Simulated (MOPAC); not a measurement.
Input for MOPAC: AM1 on C2H9AlO (a complex), monomers drawn apart or pushed together.

```
AM1 1SCF PRECISE CHARGE=0 THREADS=1
C2H9AlO

Al     0.07526809 1    -0.21232265 1     0.65208523 1
H     -1.44492903 1    -0.37966063 1     0.19925407 1
H      0.73711429 1     1.20981120 1     0.36304700 1
H      1.01513339 1    -1.50009040 1     0.62713314 1
C      0.44081096 1    -0.99644242 1     3.38160787 1
O     -0.13641885 1    -0.10391275 1     2.42160634 1
C     -0.93780780 1     0.93849299 1     2.98968494 1
H     -0.35269808 1    -1.48832379 1     3.94751676 1
H      1.09164000 1    -0.43706429 1     4.05642439 1
H      1.01571885 1    -1.72845419 1     2.82319955 1
H     -1.77097894 1     0.50095054 1     3.54236114 1
H     -1.31403863 1     1.54019708 1     2.16723765 1
H     -0.32492553 1     1.55350158 1     3.65090393 1
```

It printed:

```
*******************************************************************************
 **                                                                           **
 **                              MOPAC v23.2.5                                **
 **                                                                           **
 *******************************************************************************
 ** MOPAC's Digital Object Identifier: https://doi.org/10.5281/zenodo.6511958 **
 **                                                                           **
 ** Please cite the open-source release paper for use of this MOPAC version:  **
 ** J. E. Moussa and J. J. P. Stewart (2026)                                  **
 ** MOPAC: An open-source semiempirical molecular orbital program             **
 ** J. Open Source Softw., 11(119), 8025, https://doi.org/10.21105/joss.08025 **
 *******************************************************************************

                              AM1 CALCULATION RESULTS

 *******************************************************************************
 *  AM1        - The AM1 Hamiltonian to be used
 *
 *
 *
 *                 CHARGE ON SYSTEM = 0
 *
 *
 *
 *  PRECISE    - TIGHTER CRITERIA TO BE USED
 *  1SCF       - DO 1 SCF AND THEN STOP
 *  THREADS=1  - MULTI-THREADING NOT USED
 *  T=         - A TIME OF 172800.0 SECONDS REQUESTED
 *  DUMP=N     - RESTART FILE WRITTEN EVERY 7200.0 SECONDS REQUESTED
 *******************************************************************************
AM1 1SCF PRECISE CHARGE=0 THREADS=1
 C2H9AlO

   ATOM   CHEMICAL          X               Y               Z
  NUMBER   SYMBOL      (ANGSTROMS)     (ANGSTROMS)     (ANGSTROMS)

     1      Al          0.07526809  *  -0.21232265  *   0.65208523  *
     2       H         -1.44492903  *  -0.37966063  *   0.19925407  *
     3       H          0.73711429  *   1.20981120  *   0.36304700  *
     4       H          1.01513339  *  -1.50009040  *   0.62713314  *
     5       C          0.44081096  *  -0.99644242  *   3.38160787  *
     6       O         -0.13641885  *  -0.10391275  *   2.42160634  *
     7       C         -0.93780780  *   0.93849299  *   2.98968494  *
     8       H         -0.35269808  *  -1.48832379  *   3.94751676  *
     9       H          1.09164000  *  -0.43706429  *   4.05642439  *
    10       H          1.01571885  *  -1.72845419  *   2.82319955  *
    11       H         -1.77097894  *   0.50095054  *   3.54236114  *
    12       H         -1.31403863  *   1.54019708  *   2.16723765  *
    13       H         -0.32492553  *   1.55350158  *   3.65090393  *



          CARTESIAN COORDINATES

    NO.       ATOM           X           Y           Z

     1        Al          0.0753     -0.2123      0.6521
     2         H         -1.4449     -0.3797      0.1993
     3         H          0.7371      1.2098      0.3630
     4         H          1.0151     -1.5001      0.6271
     5         C          0.4408     -0.9964      3.3816
     6         O         -0.1364     -0.1039      2.4216
     7         C         -0.9378      0.9385      2.9897
     8         H         -0.3527     -1.4883      3.9475
     9         H          1.0916     -0.4371      4.0564
    10         H          1.0157     -1.7285      2.8232
    11         H         -1.7710      0.5010      3.5424
    12         H         -1.3140      1.5402      2.1672
    13         H         -0.3249      1.5535      3.6509

  H: (AM1): M.J.S. DEWAR ET AL, J. AM. CHEM. SOC. 107 3902-3909 (1985)
  C: (AM1): M.J.S. DEWAR ET AL, J. AM. CHEM. SOC. 107 3902-3909 (1985)
  O: (AM1): M.J.S. DEWAR ET AL, J. AM. CHEM. SOC. 107 3902-3909 (1985)
 Al: (AM1): M. J. S. Dewar, A. J. Holder, Organometallics, 9, 508-511 (1990).

           Empirical Formula: C2 H9 O Al  =    13 atoms



      MOLECULAR POINT GROUP   :   Cs


      RHF CALCULATION, NO. OF DOUBLY OCCUPIED LEVELS = 13


 -------------------------------------------------------------------------------
 AM1 1SCF PRECISE CHARGE=0 THREADS=1
 C2H9AlO



     1SCF WAS SPECIFIED, SO BFGS WAS NOT USED
     SCF FIELD WAS ACHIEVED


                              AM1 CALCULATION
                                                       MOPAC v23.2.5 Linux




          FINAL HEAT OF FORMATION =        -33.84199 KCAL/MOL =    -141.59490 KJ/MOL


          COSMO AREA              =        127.64 SQUARE ANGSTROMS
          COSMO VOLUME            =        118.89 CUBIC ANGSTROMS

          IONIZATION POTENTIAL    =          9.705416 EV
          HOMO LUMO ENERGIES (EV) =         -9.705 -0.531
          NO. OF FILLED LEVELS    =         13
          MOLECULAR WEIGHT        =         76.0740         POINT GROUP:  Cs

          MOLECULAR DIMENSIONS (Angstroms)

            Atom       Atom       Distance
            H     8    H     3     4.61693
            H     4    H    13     4.41476
            H     2    H     9     3.68718


          SCF CALCULATIONS        =          1





   ATOM   CHEMICAL          X               Y               Z
  NUMBER   SYMBOL      (ANGSTROMS)     (ANGSTROMS)     (ANGSTROMS)

     1      Al          0.07526809  *  -0.21232265  *   0.65208523  *
     2       H         -1.44492903  *  -0.37966063  *   0.19925407  *
     3       H          0.73711429  *   1.20981120  *   0.36304700  *
     4       H          1.01513339  *  -1.50009040  *   0.62713314  *
     5       C          0.44081096  *  -0.99644242  *   3.38160787  *
     6       O         -0.13641885  *  -0.10391275  *   2.42160634  *
     7       C         -0.93780780  *   0.93849299  *   2.98968494  *
     8       H         -0.35269808  *  -1.48832379  *   3.94751676  *
     9       H          1.09164000  *  -0.43706429  *   4.05642439  *
    10       H          1.01571885  *  -1.72845419  *   2.82319955  *
    11       H         -1.77097894  *   0.50095054  *   3.54236114  *
    12       H         -1.31403863  *   1.54019708  *   2.16723765  *
    13       H         -0.32492553  *   1.55350158  *   3.65090393  *

                             CARTESIAN COORDINATES

   1   Al        0.075268090    -0.212322650     0.652085230
   2    H       -1.444929030    -0.379660630     0.199254070
   3    H        0.737114290     1.209811200     0.363047000
   4    H        1.015133390    -1.500090400     0.627133140
   5    C        0.440810960    -0.996442420     3.381607870
   6    O       -0.136418850    -0.103912750     2.421606340
   7    C       -0.937807800     0.938492990     2.989684940
   8    H       -0.352698080    -1.488323790     3.947516760
   9    H        1.091640000    -0.437064290     4.056424390
  10    H        1.015718850    -1.728454190     2.823199550
  11    H       -1.770978940     0.500950540     3.542361140
  12    H       -1.314038630     1.540197080     2.167237650
  13    H       -0.324925530     1.553501580     3.650903930


           Empirical Formula: C2 H9 O Al  =    13 atoms



      MOLECULAR POINT GROUP   :   Cs


                  EIGENVALUES
 -41.02702 -30.39717 -27.67621 -19.51424 -18.61372 -18.16342 -14.50843 -14.10180
 -14.03787 -12.62845 -12.52097 -10.00139  -9.70542  -0.53149   2.27946   2.88066
   2.96984   3.24803   3.31156   3.32132   3.50662   3.69316   3.83071   3.94286
   4.73605


              NET ATOMIC CHARGES AND DIPOLE CONTRIBUTIONS

  ATOM NO.   TYPE          CHARGE      No. of ELECS.   s-Pop       p-Pop
    1         Al          -0.106694        3.1067     1.09404     2.01265
    2          H          -0.064280        1.0643     1.06428
    3          H          -0.064267        1.0643     1.06427
    4          H          -0.063625        1.0636     1.06362
    5          C          -0.038961        4.0390     1.23748     2.80148
    6          O          -0.216985        6.2170     1.75133     4.46566
    7          C          -0.042865        4.0429     1.23609     2.80678
    8          H           0.083103        0.9169     0.91690
    9          H           0.083104        0.9169     0.91690
   10          H           0.132403        0.8676     0.86760
   11          H           0.083479        0.9165     0.91652
   12          H           0.132103        0.8679     0.86790
   13          H           0.083486        0.9165     0.91651
 DIPOLE           X         Y         Z       TOTAL
 POINT-CHG.    -0.611     0.346     4.778     4.829
 HYBRID        -0.103     0.047     0.916     0.923
 SUM           -0.714     0.393     5.694     5.752


          ATOMIC ORBITAL ELECTRON POPULATIONS

     Atom    s        px        py        pz
    1 Al   1.09404   0.84475   0.85236   0.31554
    2  H   1.06428
    3  H   1.06427
    4  H   1.06362
    5  C   1.23748   0.97602   0.91249   0.91297
    6  O   1.75133   1.68482   1.44956   1.33128
    7  C   1.23609   0.92782   0.86815   1.01081
    8  H   0.91690
    9  H   0.91690
   10  H   0.86760
   11  H   0.91652
   12  H   0.86790
   13  H   0.91651

 **********************
 *                    *
 * JOB ENDED NORMALLY *
 *                    *
 **********************




 == MOPAC DONE ==
```

The run finished.

Cost: very roughly 0.04 core-seconds.
